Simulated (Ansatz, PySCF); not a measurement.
This Ansatz (a first-principles code) input computes a PBE0/def2-TZVPD energy:

Ansatz 0.2 input:
```yaml
crystal:
  periodic: [false, false, false]
  atoms:
    - {symbol: Cs, position_ang: [-0.00000000, -0.00000000, -0.35080573]}
    - {symbol: F, position_ang: [0.00000000, 0.00000000, 2.14381277]}
basis:
  gaussian:
    orbitals: def2-TZVPD
hamiltonian:
  xc: {name: PBE0}
total_charge: -1
magnetization: {spin_polarized: true, initial_magnetization: 1}
output: {forces: true}
```

Write an input for the same energy in PySCF and say what it gives.


```python
from pyscf import gto, scf, dft

mol = gto.M(
    atom='''
    Cs   -0.00000000   -0.00000000   -0.35080573
    F     0.00000000    0.00000000    2.14381277
    ''',
    basis='def2-tzvpd',
    ecp='def2-tzvp',
    charge=-1,
    spin=1,
    symmetry='C2v',
    verbose=4,
)

mf = dft.UKS(mol, xc='pbe0').density_fit(auxbasis='def2-universal-jkfit')
mf.grids.level = 3
mf.conv_tol = 1e-9
mf.max_cycle = 100
mf.max_memory = 1500
mf.kernel()
if not mf.converged:
    mf = mf.newton()
    mf.kernel(mf.make_rdm1())
mf.analyze()
```
It gives -120.01186 Eh, and Ansatz -120.01185 Eh, a difference of 0.01 mEh.
